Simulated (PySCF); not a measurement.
Input for PySCF: U-B3LYP/LANL2DZ on CH4GeO (SMILES C[O][GeH]), a point of a bond scan (R = 1.093 Å).

```python
from pyscf import gto, scf, dft, mp
from pyscf.data.elements import chemcore

mol = gto.M(
    atom='''
    Ge   -0.30918050   -0.44039023    0.61326825
    H    -1.33900548   -0.76161549   -0.60195871
    O     0.73619976    0.65343866   -0.33645061
    C     0.60186979    1.03364415   -1.69533265
    H     0.49970308    2.12003992   -1.75661339
    H     1.50211160    0.74097812   -2.24155643
    H    -0.26984991    0.56371050   -2.16085477
    ''',
    basis='lanl2dz',
    ecp={'Ge': 'lanl2dz'},
    charge=0, spin=0, verbose=3, max_memory=1800)
mf = dft.UKS(mol, xc='b3lyp')
mf.conv_tol = 1e-8
mf.max_cycle = 100
mf.init_guess_breaksym = True
mf.kernel()
if not mf.converged:
    mf = mf.newton().run(mf.mo_coeff, mf.mo_occ)
for _ in range(4):
    mo, _, stable, _ = mf.stability(return_status=True)
    if stable:
        break
    mf.kernel(mf.make_rdm1(mo, mf.mo_occ))
```

**Question.** Predict the final total energy.

**Answer.** -119.4754 hartree.
